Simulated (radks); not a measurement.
Values are calculated unless marked as measured or tabulated.
Spherical jellium clusters: N electrons in a uniform positive sphere of charge N and radius rs N^(1/3), rs = 3.25 bohr. Level of theory: non-relativistic Kohn-Sham, PBE, spin-polarised, spherical densities (a radial shooting solver with Libxc functionals). Levels are named by radial order and angular momentum (1s, 1p, 1d, 2s, ...), and open shells are averaged over m.

N = 18, configuration 1s2 1p6 1d10. This is the lowest configuration that the search found. Occupied and some empty levels:

level  occupation  eigenvalue (eV)  <r> (bohr)
1s              2          -6.4557       5.083
1p              6          -5.0967       6.301
1d             10          -3.5296       7.174
2s              0          -3.1254       6.239
1f              0          -1.7980       8.039
2p              0          -1.3085       8.325

Energy (eV): total -31.6207, kinetic 44.954, external -1216.6, Hartree 597.13, exchange-correlation -78.190, background 621.07.

Electron density:

r (bohr)  n(r) (e/bohr^3)
0.626            0.003657
1.67             0.004271
2.72             0.005459
3.77             0.006945
4.81             0.008053
5.86             0.007947
6.90             0.006258
7.95             0.003700
9.00             0.001617
10.0            0.0005789
11.1            0.0001887
12.1           0.00005994
13.2           0.00001839
